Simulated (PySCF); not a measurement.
ClH5O2Si2, SMILES O[SiH](O)[SiH2]Cl.

Coordinates come from a PBE0-D3(BJ)/def2-SVP optimisation. The structure was generated by enumeration, and PubChem lists no compound with its InChIKey, so it may never have been made. One conformer was computed; it need not be the lowest.

Two levels are set side by side: PBE/def2-TZVP (PySCF) and PBE0/def2-TZVP (PySCF). Same geometry, gas phase. Differences are taken from unrounded values.

| quantity | PBE0 |
|---|---|
| orbital gap (eV) | 7.22 |
| highest occupied level (eV) | -8.07 |
| lowest empty level (eV) | -0.85 |
| dipole moment (D) | 1.37 |
| mean polarisability (bohr³) | 70.2 |

Problem. What does PBE give, and how far is it from PBE0? (The exact figures need the calculation; the answer reports its results.)

Solution. 
```csv
quantity,PBE,PBE minus PBE0
orbital gap (eV),5.14,-2.08
highest occupied level (eV),-6.83,1.24
lowest empty level (eV),-1.70,-0.85
dipole moment (D),1.27,-0.10
mean polarisability (bohr³),73.4,3.2
```

Without exact exchange PBE keeps part of each electron's self-repulsion, which lifts occupied levels and narrows the gap. PBE's more diffuse valence density responds more strongly to a field. Differences between two approximate levels are no errors against the true value.

Rough cost on one machine, each run with all the roots and properties that it gave: PBE0 against PBE within a factor of 2.
